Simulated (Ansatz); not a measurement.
Frontier orbitals of `[CH3][Zn][NH2]`.

Cartesian coordinates in Å:
```
C -0.645 -0.909 1.187
Zn 0.107 0.148 -0.238
N 0.761 1.070 -1.667
H -1.726 -0.765 1.243
H -0.216 -0.632 2.152
H -0.456 -1.972 1.022
H 1.754 1.056 -1.850
H 0.420 2.003 -1.849
```

Total charge 0; spin multiplicity 1. For Zn the d shell is correlated and the shells below it are frozen. Scalar relativity is left out up to krypton. The structure was optimised at the PBE0-D4/def2-TZVP level. It is one conformer, not always the lowest. Basis def2-TZVPP, Ansatz 0.2.0.

| functional | HOMO (eV) | LUMO (eV) |
| --- | --- | --- |
| CAM-B3LYP | -8.05 | 0.74 |

(1) Give HOMO and LUMO (eV) with LDA (SPW92), PBE, revPBE, BLYP, r2SCAN, B97M-V, PBE0, B3LYP, r2SCANh, r2SCAN0, HSE06 (plane-wave form), BHLYP, LC-ωPBE, ωB97X-V, ωB97M-V, HF. (Estimate.)

Answers

(1) Ansatz gave: 
```
             functional   HOMO   LUMO
            LDA (SPW92)  -5.46  -0.84
                    PBE  -5.26  -0.73
                 revPBE  -5.19  -0.67
                   BLYP  -5.14  -0.74
                 r2SCAN  -5.51  -0.29
                 B97M-V  -5.54  -0.70
                   PBE0  -6.59   0.02
                  B3LYP  -6.36  -0.29
                r2SCANh  -6.02  -0.04
                r2SCAN0  -6.78   0.30
HSE06 (plane-wave form)  -6.18  -0.34
                  BHLYP  -7.85   0.56
                LC-ωPBE  -9.48   1.90
                ωB97X-V  -9.07   1.72
                ωB97M-V  -8.99   1.29
                     HF  -9.88   2.13
```

B3LYP here is the variant with VWN-RPA as its local correlation; programs differ in this. LC-ωPBE has ω = 0.4 bohr⁻¹. Positive LUMOs are unbound and depend on the basis.
